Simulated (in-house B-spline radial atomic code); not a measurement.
Whole-atom quantities along the 14-electron series, configuration [Ne] 3s2 3p2. Breit and QED terms are first order and not part of the total energy; the density at the nucleus is averaged over the nuclear charge. Computed with an all-electron radial atomic-structure program (B-spline basis): Dirac-Hartree-Fock, average of the configuration, finite nuclei.

| ion | Z | E/Z² (Eh) | Σ<r²> (bohr²) | n(0)/Z³ (bohr⁻³) | Lamb diamagnetic shielding (ppm) | repulsion over attraction | Breit energy (eV) | self-energy (eV) | vacuum polarisation (eV) | Dirac less non-relativistic energy (Eh) |
| --- | --- | --- | --- | --- | --- | --- | --- | --- | --- | --- |
| Sc7+ | 21 | -1.6934 | 5.3964 | 0.77901 | 1442.37 | 0.12041 | 6.0358 | 4.4026 | -0.33019 | -3.6337 |
| Ti8+ | 22 | -1.7156 | 4.6536 | 0.79274 | 1523.56 | 0.11578 | 7.0625 | 5.1873 | -0.39853 | -4.4392 |
| V9+ | 23 | -1.7362 | 4.058 | 0.80716 | 1604.96 | 0.11146 | 8.2014 | 6.0654 | -0.47702 | -5.3738 |
| Cr10+ | 24 | -1.7555 | 3.572 | 0.82176 | 1686.59 | 0.10741 | 9.4584 | 7.0432 | -0.56664 | -6.4508 |
| Mn11+ | 25 | -1.7736 | 3.1698 | 0.8367 | 1768.46 | 0.10362 | 10.84 | 8.1267 | -0.66845 | -7.6844 |
| Fe12+ | 26 | -1.7906 | 2.8328 | 0.85239 | 1850.6 | 0.10008 | 12.351 | 9.3224 | -0.78353 | -9.0895 |
| Co13+ | 27 | -1.8066 | 2.5473 | 0.86845 | 1933.01 | 0.096746 | 13.999 | 10.637 | -0.91303 | -10.682 |
| Ni14+ | 28 | -1.8217 | 2.3033 | 0.88577 | 2015.71 | 0.093616 | 15.79 | 12.076 | -1.0582 | -12.478 |
| Cu15+ | 29 | -1.8361 | 2.0928 | 0.90233 | 2098.72 | 0.09067 | 17.729 | 13.648 | -1.2202 | -14.495 |
| Zn16+ | 30 | -1.8497 | 1.9101 | 0.92021 | 2182.06 | 0.087894 | 19.824 | 15.359 | -1.4006 | -16.75 |
| Ga17+ | 31 | -1.8627 | 1.7502 | 0.93841 | 2265.73 | 0.085272 | 22.079 | 17.216 | -1.6005 | -19.264 |
| Ge18+ | 32 | -1.875 | 1.6096 | 0.95715 | 2349.75 | 0.082794 | 24.502 | 19.226 | -1.8217 | -22.055 |
| As19+ | 33 | -1.8868 | 1.4852 | 0.97741 | 2434.15 | 0.080449 | 27.099 | 21.396 | -2.0655 | -25.144 |
| Se20+ | 34 | -1.8982 | 1.3746 | 0.99812 | 2518.93 | 0.078225 | 29.877 | 23.735 | -2.3337 | -28.552 |
| Br21+ | 35 | -1.9091 | 1.2759 | 1.02 | 2604.11 | 0.076114 | 32.841 | 26.25 | -2.628 | -32.302 |
| Kr22+ | 36 | -1.9195 | 1.1873 | 1.0427 | 2689.71 | 0.074108 | 35.998 | 28.949 | -2.9502 | -36.417 |
| Rb23+ | 37 | -1.9296 | 1.1075 | 1.0666 | 2775.74 | 0.0722 | 39.355 | 31.84 | -3.3021 | -40.921 |
| Sr24+ | 38 | -1.9394 | 1.0353 | 1.0913 | 2862.23 | 0.070381 | 42.919 | 34.931 | -3.6859 | -45.84 |
| Zr26+ | 40 | -1.958 | 0.91044 | 1.1438 | 3036.64 | 0.066991 | 50.694 | 41.75 | -4.5571 | -57.024 |

With what power of Z does the column «Breit energy (eV)» change over this range?

A fit of the logarithm of its size against log Z from Z = 21 to 40 has slope 3.30.
